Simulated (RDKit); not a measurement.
RDKit input (UFF):

```python
from rdkit import Chem
from rdkit.Chem import AllChem, rdDetermineBonds

mol = Chem.MolFromXYZFile('mol.xyz')
rdDetermineBonds.DetermineBonds(mol, charge=-1)
print('SMILES', Chem.MolToSmiles(Chem.RemoveHs(mol)))
ff = AllChem.UFFGetMoleculeForceField(mol)
e0 = ff.CalcEnergy()
flag = ff.Minimize(maxIts=5000, forceTol=1e-5)
print(f'energy {e0:.4f} -> {ff.CalcEnergy():.4f} kcal/mol, converged: {flag == 0}')
print(Chem.MolToXYZBlock(mol))
```
mol.xyz:
```
6

O     -0.07521400    -0.05299000    -0.00809000
B     -1.19026900    -0.82928500    -0.07769100
H     -1.64039300    -0.92466300     1.07404900
B      1.02759800     0.68983500    -0.07425800
H      0.94227000     1.87802400    -0.28278900
H      2.11318500     0.16781000     0.03320300
```

From its output:

```
Traceback (most recent call last):
  File "input.py", line 5, in <module>
ValueError: Final molecular charge (-1) does not match input (1); could not find valid bond ordering
```

The run crashed.

The geometry given is a B3LYP-D3(BJ)/def2-TZVP minimum.
